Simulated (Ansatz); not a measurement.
Ca8O8 (started as a model of: 1x4x4 CaO rock-salt block), relaxed as a singlet with RKS r2SCAN-D4/def2-SVP in Ansatz, starting from the GFN2-xTB geometry. Force threshold 0.03 eV/Å.

Start:

```
atom   x (Å)   y (Å)   z (Å)
 Ca1   4.115   1.150  -1.411
  O2   2.532   0.337  -2.390
 Ca3   0.725  -0.569  -3.347
  O4  -1.026  -1.400  -4.130
  O5   3.231   1.280   0.413
 Ca6   1.357   0.391  -0.469
  O7  -0.358  -0.502  -1.451
 Ca8  -2.142  -1.374  -2.363
 Ca9   2.143   1.372   2.364
 O10   0.357   0.504   1.451
Ca11  -1.356  -0.392   0.469
 O12  -3.228  -1.287  -0.412
 O13   1.024   1.403   4.130
Ca14  -0.727   0.575   3.346
 O15  -2.533  -0.333   2.388
Ca16  -4.114  -1.154   1.411
```

```json
{"step": "1", "energy (eV)": "-163860.7310", "largest force component (eV/Å)": "0.877", "SCF passes": "25"}
{"step": "2", "energy (eV)": "-163861.0341", "largest force component (eV/Å)": "0.169", "SCF passes": "22"}
{"step": "3", "energy (eV)": "-163861.0390", "largest force component (eV/Å)": "0.143", "SCF passes": "21"}
{"step": "4 (rejected)", "energy (eV)": "-163861.0025", "largest force component (eV/Å)": "0.971", "SCF passes": "25"}
{"step": "5", "energy (eV)": "-163861.0670", "largest force component (eV/Å)": "0.154", "SCF passes": "21"}
{"step": "6", "energy (eV)": "-163861.1058", "largest force component (eV/Å)": "0.351", "SCF passes": "25"}
{"step": "7", "energy (eV)": "-163861.1850", "largest force component (eV/Å)": "0.526", "SCF passes": "26"}
{"step": "8", "energy (eV)": "-163861.3003", "largest force component (eV/Å)": "0.496", "SCF passes": "25"}
{"step": "9 (rejected)", "energy (eV)": "-163861.2372", "largest force component (eV/Å)": "0.848", "SCF passes": "26"}
{"step": "10", "energy (eV)": "-163861.3818", "largest force component (eV/Å)": "0.204", "SCF passes": "22"}
{"step": "11", "energy (eV)": "-163861.3978", "largest force component (eV/Å)": "0.099", "SCF passes": "22"}
{"step": "12", "energy (eV)": "-163861.3989", "largest force component (eV/Å)": "0.035", "SCF passes": "21"}
{"step": "13", "energy (eV)": "-163861.3993", "largest force component (eV/Å)": "0.005", "SCF passes": "21"}
{"step": "14", "energy (eV)": "-163861.3996", "largest force component (eV/Å)": "0.054", "SCF passes": "21"}
{"step": "15", "energy (eV)": "-163861.3998", "largest force component (eV/Å)": "0.068", "SCF passes": "20"}
{"step": "16", "energy (eV)": "-163861.4002", "largest force component (eV/Å)": "0.119", "SCF passes": "22"}
{"step": "17", "energy (eV)": "-163861.4012", "largest force component (eV/Å)": "0.082", "SCF passes": "20"}
{"step": "18", "energy (eV)": "-163861.4047", "largest force component (eV/Å)": "0.015", "SCF passes": "22"}
{"step": "19 (rejected)", "energy (eV)": "-163861.4017", "largest force component (eV/Å)": "0.158", "SCF passes": "27"}
{"step": "20", "energy (eV)": "-163861.4066", "largest force component (eV/Å)": "0.042", "SCF passes": "22"}
{"step": "21 (rejected)", "energy (eV)": "-163861.4056", "largest force component (eV/Å)": "0.089", "SCF passes": "22"}
{"step": "22", "energy (eV)": "-163861.4078", "largest force component (eV/Å)": "0.029", "SCF passes": "20"}
{"step": "23", "energy (eV)": "-163861.4082", "largest force component (eV/Å)": "0.038", "SCF passes": "21"}
{"step": "24", "energy (eV)": "-163861.4086", "largest force component (eV/Å)": "0.029", "SCF passes": "21"}
```

Force components are those of the run's own axes.

End:

```xyz
16

Ca    4.0020    1.2888   -1.4427
O     2.3797    0.4851   -2.4129
Ca    0.8611   -0.9071   -3.3138
O    -1.0216   -1.0065   -4.1600
O     3.0639    1.4288    0.3785
Ca    1.1152    0.6545   -0.5227
O    -0.2143   -0.9523   -1.3128
Ca   -2.1478   -1.1380   -2.4106
Ca    2.2545    1.0920    2.4558
O     0.4363    0.1180    1.5248
Ca   -1.1357   -1.2557    0.7166
O    -3.1522   -1.2690   -0.3945
O     0.9743    1.6860    3.9697
Ca   -0.7772    0.8013    3.2663
O    -2.4743   -0.4062    2.3961
Ca   -4.1640   -0.6197    1.2623
```

By distances, no bond broke or formed. The bond that changes most is Ca3–O7, from 2.18 to 2.27 Å (atoms count from 1).

The force fell under the threshold at step 13, but the optimiser went on and released 0.009 eV more. No frequencies were taken in this run, so the end may be a saddle point.

Run time 8.7 min (4 threads of Arm Neoverse V2 on a shared host), peak host memory 1.1 GiB.
